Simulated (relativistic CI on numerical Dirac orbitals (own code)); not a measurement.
Calculated at this level of theory: Dirac-Coulomb-Breit CI, orbitals from a KLI potential per configuration, model QED, unscaled Slater integrals (own radial code, finite nucleus).

Configurations in the expansion (outside the closed core 1s2): 2s², 2s2p, 2p², 2p3s, 2p3p, 2s3s, 2s3p, 2s3d, 2s4s, 2s4p, 2s4d, 2s4f, 2s5s, 3s², 2s5p, 2s5d, 2s5f, 2s5g, 3s3p, 3p². Levels of other configurations are missing.

At this charge energies of transitions that change n are usually good to better than 1 %, and those within a shell (Δn = 0) to a few per cent.

Outline of the computed level scheme of Nd LVII. Lowest level of each configuration: 2s² ¹S0 at 0.00 eV; 2s2p ³P°0 at 122.07 eV; 2p² ³P0 at 351.44 eV; 2s3s ³S1 at 6829.86 eV; 2s3p ³P°0 at 6888.98 eV; 2p3s ³P°1 at 6983.32 eV; 2p3p ³D1 at 7019.19 eV; 2s3d ³D1 at 7088.35 eV; 2s4s ³S1 at 9176.66 eV.

Some strong electric-dipole decays among the lowest 36 levels: 2s3d ³D3 → 2s2p ³P°2 (7.3e+14 s⁻¹); 2s3d ³D2 → 2s2p ³P°1 (6.5e+14 s⁻¹); 2s3d ¹D2 → 2s2p ¹P°1 (6.2e+14 s⁻¹); 2s3d ³D1 → 2s2p ³P°0 (3.7e+14 s⁻¹); 2p3p ³P0 → 2s2p ³P°1 (2.9e+14 s⁻¹); 2s3p ¹P°1 → 2s² ¹S0 (2.9e+14 s⁻¹); 2p3p ³D1 → 2s2p ³P°1 (2.5e+14 s⁻¹); 2p3p ¹S0 → 2s2p ¹P°1 (2.3e+14 s⁻¹).

LS names give the leading component of a level, which can be under half, so a name can repeat, a term be missing and a line seem to break the LS rules.
